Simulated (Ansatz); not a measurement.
This geometry of C2H5NSSi (10 atoms, charge 0, multiplicity 1) is a first-order saddle point.

Method: Ansatz 0.2.0, RKS PBE-D4/def2-SVP.

```xyz
10
Properties=species:S:1:pos:R:3
N 0.307 0.256 2.013
Si 0.573 -0.504 0.457
C -0.732 -1.118 -0.664
C -0.210 0.051 -1.116
S -0.493 1.092 -2.481
H -0.416 -0.175 2.598
H 0.137 1.267 1.991
H 1.944 -1.100 0.407
H -1.507 -1.825 -0.999
H 0.480 2.004 -2.203
```

Question: Which two structures does it join? (They come from a converged band through this point; their orientation in space is the band's.)

Answer: No bond is made or broken. The height of N1 over the plane of its neighbours goes from 0.17 to -0.16 Å. The two ends are copies of one structure, up to a mirror image or an exchange of like atoms.

Initial state:

```xyz
10
Properties=species:S:1:pos:R:3
N 0.114 0.147 2.008
Si 0.476 -0.512 0.452
C -0.791 -1.077 -0.710
C -0.191 0.067 -1.166
S -0.441 1.077 -2.564
H 0.865 0.465 2.623
H -0.765 0.634 2.191
H 1.855 -1.087 0.557
H -1.602 -1.727 -1.076
H 0.564 1.962 -2.311
```

Final state:

```xyz
10
Properties=species:S:1:pos:R:3
N 0.114 0.151 2.005
Si 0.475 -0.513 0.451
C -0.792 -1.077 -0.710
C -0.191 0.067 -1.167
S -0.441 1.077 -2.565
H -0.763 0.641 2.191
H 0.866 0.453 2.627
H 1.855 -1.087 0.563
H -1.605 -1.724 -1.078
H 0.565 1.962 -2.313
```

Question: How far does it lie above each of them?

Answer: 3.8 kcal/mol above the first and 3.8 kcal/mol above the second. This is the barrier of this one path; another mechanism may lie lower.

Run time: 100 s on 2 threads of Arm Neoverse V1, with other jobs on the host, peak memory 0.14 GiB.
